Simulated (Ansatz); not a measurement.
`CCB(F)F` and `FBB(F)F` differ in one atom or group.

Ansatz, PBE0-D4/def2-TZVP geometries, multiplicity 1. Each molecule was computed in one conformer, which needn't be the lowest.

```tsv
property	`CCB(F)F`
size of the dipole moment (PBE/def2-TZVPP) / D	1.59
LUMO energy (PBE/def2-TZVPP) / eV	-0.68
LUMO energy (ωB97M-V/def2-TZVPP) / eV	1.97
HOMO energy (PBE/def2-TZVPP) / eV	-7.91
HOMO–LUMO gap (ωB97M-V/def2-TZVPP) / eV	13.73
size of the dipole moment (ωB97M-V/def2-TZVPP) / D	1.66
```

(1) What does the change do to each property? (An estimate is asked.)

## Answers

(1) Ansatz gave: 
```
                                          property  `FBB(F)F`  shift
    size of the dipole moment (PBE/def2-TZVPP) / D       0.74  -0.85
                 LUMO energy (PBE/def2-TZVPP) / eV      -2.65  -1.97
             LUMO energy (ωB97M-V/def2-TZVPP) / eV       0.38  -1.59
                 HOMO energy (PBE/def2-TZVPP) / eV      -7.35   0.56
           HOMO–LUMO gap (ωB97M-V/def2-TZVPP) / eV      11.62  -2.11
size of the dipole moment (ωB97M-V/def2-TZVPP) / D       0.85  -0.81
```

With PBE0 the HOMO rises by 0.50 eV and the LUMO falls by 2.03 eV, so the gap narrows by about 2.53 eV. PBE moves the HOMO by 0.56 eV and ωB97M-V by 0.53 eV. The zero-point energy changes by -132.3 kJ/mol with -12 modes. Dipoles are sizes alone; their direction can turn.
